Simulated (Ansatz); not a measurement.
Mg₃O₃⁺. The state is a doublet with charge 1. Geometry r2SCAN-D4/def2-SVP.

Cartesian coordinates in Å:
```
Mg 0.5173 1.1774 0.8544
Mg -2.2219 -1.1498 0.4232
Mg 0.9603 -0.4131 -1.1360
O -0.9216 0.2145 -0.3755
O 1.8780 0.9714 -0.3581
O -0.2121 -0.8005 0.5920
```

The structure holds 1 bond(s) between oxygen atoms. Another isomer (doublet) lies 0.85 eV lower at PBE0-D4/def2-TZVP; other spin states weren't run for this one.

(1) Estimate the α-spin orbital energies around the gap (eV) in Ansatz with PBE-D4/def2-SVP, PBE-D4/def2-TZVP, BLYP-D4/def2-TZVP, PBE0-D4/def2-SVP, PBE0-D4/def2-TZVP.

Answers

(1) 
```json
{"orbital": "HOMO−13", "PBE-D4/def2-SVP": "-52.45", "PBE-D4/def2-TZVP": "-51.77", "BLYP-D4/def2-TZVP": "-51.82", "PBE0-D4/def2-SVP": "-56.50", "PBE0-D4/def2-TZVP": "-55.93"}
{"orbital": "HOMO−12", "PBE-D4/def2-SVP": "-52.43", "PBE-D4/def2-TZVP": "-51.75", "BLYP-D4/def2-TZVP": "-51.80", "PBE0-D4/def2-SVP": "-56.50", "PBE0-D4/def2-TZVP": "-55.91"}
{"orbital": "HOMO−11", "PBE-D4/def2-SVP": "-30.65", "PBE-D4/def2-TZVP": "-30.70", "BLYP-D4/def2-TZVP": "-30.44", "PBE0-D4/def2-SVP": "-33.81", "PBE0-D4/def2-TZVP": "-33.86"}
{"orbital": "HOMO−10", "PBE-D4/def2-SVP": "-24.64", "PBE-D4/def2-TZVP": "-24.98", "BLYP-D4/def2-TZVP": "-24.78", "PBE0-D4/def2-SVP": "-27.52", "PBE0-D4/def2-TZVP": "-27.87"}
{"orbital": "HOMO−9", "PBE-D4/def2-SVP": "-23.89", "PBE-D4/def2-TZVP": "-24.17", "BLYP-D4/def2-TZVP": "-24.02", "PBE0-D4/def2-SVP": "-26.45", "PBE0-D4/def2-TZVP": "-26.78"}
{"orbital": "HOMO−8", "PBE-D4/def2-SVP": "-15.36", "PBE-D4/def2-TZVP": "-15.19", "BLYP-D4/def2-TZVP": "-15.03", "PBE0-D4/def2-SVP": "-17.32", "PBE0-D4/def2-TZVP": "-17.13"}
{"orbital": "HOMO−7", "PBE-D4/def2-SVP": "-15.18", "PBE-D4/def2-TZVP": "-15.09", "BLYP-D4/def2-TZVP": "-14.88", "PBE0-D4/def2-SVP": "-16.69", "PBE0-D4/def2-TZVP": "-16.52"}
{"orbital": "HOMO−6", "PBE-D4/def2-SVP": "-14.76", "PBE-D4/def2-TZVP": "-14.63", "BLYP-D4/def2-TZVP": "-14.48", "PBE0-D4/def2-SVP": "-16.50", "PBE0-D4/def2-TZVP": "-16.38"}
{"orbital": "HOMO−5", "PBE-D4/def2-SVP": "-11.76", "PBE-D4/def2-TZVP": "-11.62", "BLYP-D4/def2-TZVP": "-11.52", "PBE0-D4/def2-SVP": "-13.53", "PBE0-D4/def2-TZVP": "-13.34"}
{"orbital": "HOMO−4", "PBE-D4/def2-SVP": "-11.12", "PBE-D4/def2-TZVP": "-11.01", "BLYP-D4/def2-TZVP": "-10.92", "PBE0-D4/def2-SVP": "-12.89", "PBE0-D4/def2-TZVP": "-12.73"}
{"orbital": "HOMO−3", "PBE-D4/def2-SVP": "-10.54", "PBE-D4/def2-TZVP": "-10.48", "BLYP-D4/def2-TZVP": "-10.40", "PBE0-D4/def2-SVP": "-11.66", "PBE0-D4/def2-TZVP": "-11.62"}
{"orbital": "HOMO−2", "PBE-D4/def2-SVP": "-9.65", "PBE-D4/def2-TZVP": "-9.70", "BLYP-D4/def2-TZVP": "-9.61", "PBE0-D4/def2-SVP": "-10.91", "PBE0-D4/def2-TZVP": "-10.97"}
{"orbital": "HOMO−1", "PBE-D4/def2-SVP": "-9.22", "PBE-D4/def2-TZVP": "-9.23", "BLYP-D4/def2-TZVP": "-9.15", "PBE0-D4/def2-SVP": "-10.45", "PBE0-D4/def2-TZVP": "-10.48"}
{"orbital": "HOMO", "PBE-D4/def2-SVP": "-8.60", "PBE-D4/def2-TZVP": "-8.57", "BLYP-D4/def2-TZVP": "-8.46", "PBE0-D4/def2-SVP": "-9.29", "PBE0-D4/def2-TZVP": "-9.27"}
{"orbital": "LUMO", "PBE-D4/def2-SVP": "-7.50", "PBE-D4/def2-TZVP": "-7.41", "BLYP-D4/def2-TZVP": "-7.44", "PBE0-D4/def2-SVP": "-6.78", "PBE0-D4/def2-TZVP": "-6.68"}
{"orbital": "LUMO+1", "PBE-D4/def2-SVP": "-7.06", "PBE-D4/def2-TZVP": "-6.95", "BLYP-D4/def2-TZVP": "-6.85", "PBE0-D4/def2-SVP": "-6.08", "PBE0-D4/def2-TZVP": "-5.99"}
{"orbital": "LUMO+2", "PBE-D4/def2-SVP": "-6.83", "PBE-D4/def2-TZVP": "-6.74", "BLYP-D4/def2-TZVP": "-6.78", "PBE0-D4/def2-SVP": "-5.60", "PBE0-D4/def2-TZVP": "-5.50"}
{"orbital": "LUMO+3", "PBE-D4/def2-SVP": "-5.49", "PBE-D4/def2-TZVP": "-5.42", "BLYP-D4/def2-TZVP": "-5.25", "PBE0-D4/def2-SVP": "-4.80", "PBE0-D4/def2-TZVP": "-4.73"}
{"orbital": "LUMO+4", "PBE-D4/def2-SVP": "-4.71", "PBE-D4/def2-TZVP": "-4.71", "BLYP-D4/def2-TZVP": "-4.54", "PBE0-D4/def2-SVP": "-3.90", "PBE0-D4/def2-TZVP": "-3.89"}
{"orbital": "LUMO+5", "PBE-D4/def2-SVP": "-3.98", "PBE-D4/def2-TZVP": "-4.04", "BLYP-D4/def2-TZVP": "-3.93", "PBE0-D4/def2-SVP": "-3.26", "PBE0-D4/def2-TZVP": "-3.34"}
{"orbital": "β HOMO", "PBE-D4/def2-SVP": "-9.19", "PBE-D4/def2-TZVP": "-9.21", "BLYP-D4/def2-TZVP": "-9.12", "PBE0-D4/def2-SVP": "-10.43", "PBE0-D4/def2-TZVP": "-10.46"}
{"orbital": "β LUMO", "PBE-D4/def2-SVP": "-7.76", "PBE-D4/def2-TZVP": "-7.68", "BLYP-D4/def2-TZVP": "-7.74", "PBE0-D4/def2-SVP": "-6.97", "PBE0-D4/def2-TZVP": "-6.89"}
```
